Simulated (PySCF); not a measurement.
## SMILES CB(C)C1=C[C@@H]2C=C[C@H]1C2, C₉H₁₃B

Geometry (Å), atoms numbered from 1 in this order:
```xyz
23

C    -2.2729    0.9898   -1.1399
B    -1.5581    0.2431    0.0520
C    -2.3692   -0.1004    1.3572
C    -0.0660   -0.1490   -0.0998
C     0.7520   -0.6465    0.8543
C     2.1568   -0.7835    0.2742
C     2.6504    0.6390   -0.0241
C     1.8658    1.1276   -0.9897
C     0.8465    0.0402   -1.3357
C     1.7562   -1.1974   -1.1634
H    -3.2924    1.3403   -0.9217
H    -2.3317    0.3018   -2.0041
H    -1.6727    1.8457   -1.4947
H    -2.7651    0.8318    1.7988
H    -3.2646   -0.6880    1.0853
H    -1.8222   -0.6495    2.1367
H     0.4871   -0.8756    1.8887
H     2.8508   -1.4289    0.8274
H     3.4488    1.1448    0.5198
H     1.8814    2.1291   -1.4214
H     0.3262    0.1602   -2.2944
H     2.6103   -1.2158   -1.8572
H     1.2047   -2.1494   -1.2040
```

Level of theory: TDDFT CAM-B3LYP/def2-SVPD excited states, vertical, gas phase in PySCF. Geometry: PBE0-D3(BJ)/def2-SVP.

Q: How strongly do the lowest singlets absorb one photon, and two photons of half the energy?

A: δ for parallel linear polarisation; σ at the peak of a Lorentzian of half width 0.1 eV, single beam; Ω is circular over linear.
```csv
state,E (eV),f,photon λ (nm),δ (au),σ (GM),Ω,main
S1,4.55,0.033,545,87.2,0.66,0.69,HOMO→LUMO 0.95
S2,5.36,0.081,462,32.4,0.34,1.08,"HOMO−1→LUMO 0.83, HOMO−2→LUMO 0.10"
S3,5.77,0.006,430,3.47,0.04,1.06,"HOMO−2→LUMO 0.48, HOMO−3→LUMO 0.42"
S4,5.99,0.015,414,5.04,0.07,0.92,"HOMO−3→LUMO 0.50, HOMO−2→LUMO 0.35"
S5,6.32,0.192,392,284,4.17,0.70,HOMO→LUMO+2 0.85
S6,6.46,0.025,384,3.83,0.06,1.00,"HOMO→LUMO+1 0.81, HOMO→LUMO+3 0.12"
```

Among these, the strongest one-photon state is S5, the strongest two-photon state S5, with a dipole change of 1.0 D (relaxed, norm of the difference vector).
